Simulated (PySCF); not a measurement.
## Orbital levels and atomic charges

System: [Mg10H26Se5S5Br6N7]-.

Cartesian coordinates (Å):
```
  1 Mg    1.235   -3.992   -1.746
  2 Mg   -2.887   -3.614   -1.256
  3 Mg    3.956   -1.730    0.951
  4 Mg    0.850   -2.351    2.059
  5 Mg    1.936    2.582   -0.875
  6 Mg    2.916   -0.135   -2.002
  7 Mg   -0.453   -0.448   -1.454
  8 Mg    1.533    1.031    1.950
  9 Mg   -3.061   -0.090    1.404
 10 Mg   -1.029   -0.230    3.877
 11 Br    3.109   -2.393   -3.060
 12 Se   -0.844   -2.686   -2.189
 13 Se    2.281   -3.472    0.539
 14 Br   -3.544   -2.612    1.050
 15 Se    3.371    0.943    0.272
 16 Br   -0.469   -2.695    4.290
 17 Se   -0.505   -0.280    1.252
 18 Br    0.609    3.736    0.907
 19 Se    0.978    1.211   -2.671
 20 Br    0.561    1.715    4.339
 21 Br   -3.492    0.200    3.991
 22 N     5.439   -0.117   -2.472
 23 H     6.158    0.534   -2.754
 24 H     5.733   -0.511   -1.568
 25 H     5.457   -0.896   -3.119
 26 N    -4.754   -1.831   -2.073
 27 H    -5.569   -2.304   -1.709
 28 H    -4.596   -1.019   -1.480
 29 H    -4.980   -1.494   -2.997
 30 N    -2.452    2.731    1.882
 31 H    -2.546    2.957    2.862
 32 H    -1.558    3.098    1.562
 33 H    -3.188    3.202    1.376
 34 N    -2.528    0.577   -2.503
 35 H    -2.865   -0.148   -3.122
 36 H    -3.258    0.723   -1.798
 37 H    -2.455    1.429   -3.039
 38 N    -0.284    4.362   -2.463
 39 H    -0.187    3.409   -2.809
 40 H    -0.559    4.300   -1.489
 41 H    -1.020    4.819   -2.980
 42 N    -0.897   -0.308    6.627
 43 H    -0.574   -1.262    6.709
 44 H    -0.113    0.309    6.784
 45 H    -1.594   -0.138    7.336
 46 N     2.650    4.667   -1.956
 47 H     2.906    5.421   -1.335
 48 H     3.252    4.706   -2.765
 49 H     1.699    4.849   -2.271
 50 S     2.753   -0.973    3.077
 51 H     3.128   -1.006    4.353
 52 S    -4.528    0.943   -0.058
 53 H    -5.554    0.140    0.200
 54 S    -3.983   -5.521   -1.799
 55 H    -2.993   -5.972   -2.563
 56 S     1.537   -6.082   -2.592
 57 H     2.724   -6.245   -2.017
 58 S     6.190   -1.603    0.364
 59 H     6.358   -0.435    0.973
```

Method: PBE/def2-SVP, gas phase, PySCF, fitting set def2-universal-JFIT, grid level 1.

The bonding changed from the starting structure during the optimisation; the coordinates given are those used. Spin-orbit coupling is left out, which matters for the heavier atoms here.

(1) Give the orbital energies near the gap.

(2) Give the partial charges of the non-hydrogen atoms.

Results:

(1) 
```
orbital     eV
 HOMO-4  -3.08
 HOMO-3  -2.80
 HOMO-2  -2.77
 HOMO-1  -2.26
   HOMO  -1.94
   LUMO   0.51
 LUMO+1   0.96
 LUMO+2   1.16
 LUMO+3   1.16
```

(2) 
| atom | Mulliken | IAO | Hirshfeld |
| --- | --- | --- | --- |
| Mg1 | 0.34 | 1.41 | 0.22 |
| Mg2 | 0.26 | 1.42 | 0.27 |
| Mg3 | 0.24 | 1.40 | 0.26 |
| Mg4 | 0.48 | 1.40 | 0.27 |
| Mg5 | 0.14 | 1.40 | 0.27 |
| Mg6 | 0.27 | 1.39 | 0.29 |
| Mg7 | 0.58 | 1.38 | 0.29 |
| Mg8 | 0.49 | 1.40 | 0.26 |
| Mg9 | 0.36 | 1.42 | 0.26 |
| Mg10 | 0.26 | 1.42 | 0.27 |
| Br11 | -0.26 | -0.74 | -0.20 |
| Se12 | -0.52 | -1.41 | -0.34 |
| Se13 | -0.40 | -1.39 | -0.34 |
| Br14 | -0.30 | -0.76 | -0.21 |
| Se15 | -0.42 | -1.40 | -0.30 |
| Br16 | -0.27 | -0.73 | -0.19 |
| Se17 | -0.71 | -1.37 | -0.22 |
| Br18 | -0.33 | -0.73 | -0.21 |
| Se19 | -0.50 | -1.36 | -0.33 |
| Br20 | -0.28 | -0.74 | -0.22 |
| Br21 | -0.27 | -0.73 | -0.20 |
| N22 | -0.13 | -0.77 | -0.23 |
| N26 | -0.14 | -0.74 | -0.22 |
| N30 | -0.13 | -0.75 | -0.24 |
| N34 | -0.13 | -0.76 | -0.21 |
| N38 | -0.21 | -0.71 | -0.24 |
| N42 | -0.14 | -0.74 | -0.22 |
| N46 | -0.15 | -0.77 | -0.21 |
| S50 | -0.30 | -0.87 | -0.15 |
| S52 | -0.40 | -0.76 | -0.26 |
| S54 | -0.38 | -0.86 | -0.36 |
| S56 | -0.37 | -0.86 | -0.36 |
| S58 | -0.35 | -0.78 | -0.28 |
